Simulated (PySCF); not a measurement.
Si(OSiH3)(Me)(Cl)2 (CH6Cl2OSi2), SMILES Cl[Si](O[SiH3])(C)Cl. Heavy atoms are numbered as in [CH3:1][Si:2]([Cl:3])([Cl:4])[O:5][SiH3:6]. Hydrogens are named by the atom that carries them.

The structure is a stationary point at B3LYP-D3(BJ)/def2-SVP. Other conformers were not sampled.

These are PBE/def2-TZVP (PySCF) values and carry that method's errors.

Atomic charges (e), one atom of each kind:

```tsv
atom	Mulliken	meta-Löwdin
C1 (CH3)	-0.44	-0.62
Si2	0.56	…
Cl3	-0.22	-0.29
O5	-0.31	…
Si6 (SiH3)	0.25	0.69
H on C1	0.15	0.15
H on Si6	-0.02	…
```

Q: Complete the blanks. (Estimate from the structure and the level; the computed values follow.)

A: 
- Si2, meta-Löwdin: 1.12
- O5, meta-Löwdin: -0.79
- H on Si6, meta-Löwdin: -0.09

Q: Give the Mayer and Wiberg (Löwdin basis) orders of the bonds. (Estimate from the structure and the level; the computed values follow.)

A: 
```
bond     Mayer  Wiberg
-------  -----  ------
C1–Si2    1.03    1.23
Si2–Cl3   1.16    1.78
Si2–Cl4   1.18    1.79
Si2–O5    1.22    1.60
O5–Si6    1.11    1.53
```
